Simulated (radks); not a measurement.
The numbers below are computed, except where a source is named.
Problem. Successive ionisation energies (eV) of one element, from differences of total energies of ions in their ground configurations, starting at charge 44: 3536.2, 3631.6, 3727.2, 3822.9, 4016.2, 4101.6, 9691.8, 9952.2, 10214.3, 10477.7, 10741.8, 11005.4, 11374.1, 11577.8, 47986, 48822. Code: a radial shooting solver on a logarithmic mesh with Libxc functionals. Model: non-relativistic Kohn-Sham, LDA (Slater exchange, Perdew-Wang correlation), spin-unpolarised, spherical densities, point nucleus; relativity is left out, which matters for an element this heavy. Which element is it?

Solution. Neodymium (Z = 60). The first species listed is Nd44+ in [Ne] 3s2 3p4, the last Nd59+ in 1s1.
